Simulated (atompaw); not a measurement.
**Dy: one change to a PAW (atompaw) potential, before and after**

- Element: Dy (Z = 66)
- Generator: atompaw 4.2.0.5
- Type: PAW
- Functional: LDA (PW92)
- Relativity: scalar-relativistic
- Frozen core: [Xe]
- Valence charge: 12
- Reference configuration: 4f10 5d0 6s0 6p0 (charge +2)
- Partial waves: 6s (bound, empty): rc 3.00 bohr; 6s channel at -0.6 Ry: rc 3.00 bohr; 6p (bound, empty): rc 3.00 bohr; 6p channel at 0.7 Ry: rc 3.00 bohr; 5d (bound, empty): rc 3.00 bohr; 5d channel at 0.1 Ry: rc 3.00 bohr; 4f (bound): rc 0.90 bohr; 4f channel at 0.25 Ry: rc 0.90 bohr
- Local potential: bessel scheme, radius 2.25 bohr
- Core correction: smooth core density matched at 1.65 bohr
- Augmentation charge: besselshape compensation charge, radius 2.70 bohr; PAW radius 3.00 bohr; waves and projectors: custom polynom gramschmidtortho

Change: local potential bessel scheme, radius 1.86 bohr.

Cutoffs: the cutoffs (Ry, on a coarse ladder) from which the occupation-weighted sum of valence levels, in a spherical-Bessel basis at the reference potential, stays within 10 and 1 mRy of its value at 400 Ry; they do not see the model core or the augmentation charge, which bear on the density cutoff.

**Question.** What does the change do?

**Answer.** Both files keep a bound ghost (p, s); the range in which the d phases agree widens (upper end 1.4 → at the end of the scan).

```csv
quantity,base,changed
"cutoff, loose",260 Ry,260 Ry
"cutoff, tight",over 300 Ry,over 300 Ry
bound ghosts,"s, p","s, p"
s: phases at 3.00 bohr within 0.05 rad from the reference energy up to (Ry; the scan ends near 5),3.4,3.0
p: phases at 3.00 bohr within 0.05 rad from the reference energy up to (Ry; the scan ends near 5),4.8,to the end of the scan
d: phases at 3.00 bohr within 0.05 rad from the reference energy up to (Ry; the scan ends near 5),1.4,to the end of the scan
f: phases at 3.00 bohr within 0.05 rad from the reference energy up to (Ry; the scan ends near 5),4.0,4.3
lowest overlap eigenvalue by channel,"s 0.24, p 0.55, d 0.92, f 1.00","s 0.24, p 0.54, d 0.92, f 1.00"
```

 A true bound ghost makes a file unfit for plane-wave use even where its test errors are small: the radial tests pick states by their node count and pass the ghost by. The cutoffs see the waves, projectors and local potential, not the compensation charge or the core.
